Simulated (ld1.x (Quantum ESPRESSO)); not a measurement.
# What one change does to a pseudopotential (P, ultrasoft)

ld1.x (Quantum ESPRESSO) 7.5 input, shortened:

```
&input
   title='P', zed=15., rel=0, dft='PBE', iswitch=3,
   config='[Ne] 3s1 3p4 3d-2'
 /
 &inputp
   pseudotype=3, tm=.true., lloc=-2, rcloc=1.15,
   nlcc=.false.,
   which_augfun='PSQ', rmatch_augfun=1.15
 /
6
3S  1  0   1.00   0.00  1.25  1.45  0.0
3S  1  0   0.00  -0.65  1.25  1.45  0.0
3P  2  1   4.00   0.00  1.35  1.60  0.0
3P  2  1   0.00   1.30  1.35  1.60  0.0
3D  3  2  -2.00   0.10  1.55  1.75  0.0
3D  3  2  -2.00   2.20  1.55  1.75  0.0
 &test
   configts(1)='3s1 3p4'
 /
```

All-electron outer shells of the reference configuration (PBE, non-relativistic, ld1.x):

```
shell  level (eV)  outermost node (bohr)  outermost maximum (bohr)
   2p     -126.01                      –                      0.36
   3s      -14.59                   0.66                      1.58
   3p       -6.08                   0.64                      1.81
```

Change: core correction a·sin(br)/r model core inside 0.94 bohr.

Cutoffs: the cutoffs (Ry, on a coarse ladder) from which the occupation-weighted sum of valence levels, in a spherical-Bessel basis at the reference potential, stays within 10 and 1 mRy of its value at 400 Ry; they do not see the model core or the augmentation charge, which bear on the density cutoff. Errors are all-electron minus pseudo energies relative to the spin-unpolarised reference configuration.

**Question.** Predict the effect on cutoff, ghosts and configuration errors.

**Answer.** The potential gets neither clearly harder nor softer (15 Ry and 25 Ry → 15 Ry and 25 Ry); of the 7 tests that both files solve, the error grows in 3 and shrinks in 4 by more than 15 % and 0.3 meV (median size 0.8 → 0.3 meV); neither file shows a bound ghost. A model core, the more so a compact one, raises the density cutoff, which this test does not measure.

| quantity | base | changed |
| --- | --- | --- |
| cutoff, loose | 15 Ry | 15 Ry |
| cutoff, tight | 25 Ry | 25 Ry |
| bound ghosts | none | none |
| error for 3s2 3p3, meV [ΔE -8.45 eV] | +0.8 | -0.2 |
| error for 3s2 3p2, meV [ΔE 1.29 eV] | -0.5 | +1.5 |
| error for 3s2 3p1, meV [ΔE 20.45 eV] | -6.1 | +7.5 |
| error for 3s0 3p5, meV [ΔE 8.58 eV] | +1.1 | 0.0 |
| error for 3s2 3p2.5, meV [ΔE -4.67 eV] | +0.7 | +0.3 |
| error for 3s2 3p0, meV [ΔE 50.20 eV] | -13 | +22 |
| error for 3s1 3p3, meV [ΔE 10.32 eV] | -0.8 | +0.3 |
| s: phases at 1.89 bohr within 0.05 rad from the reference energy up to (Ry; the scan ends near 5) | 4.3 | 4.3 |
| p: phases at 1.89 bohr within 0.05 rad from the reference energy up to (Ry; the scan ends near 5) | to the end of the scan | to the end of the scan |
| d: phases at 1.89 bohr within 0.05 rad from the reference energy up to (Ry; the scan ends near 5) | to the end of the scan | to the end of the scan |
| lowest overlap eigenvalue by channel | s 0.51, p 0.75, d 0.96 | s 0.51, p 0.75, d 0.96 |
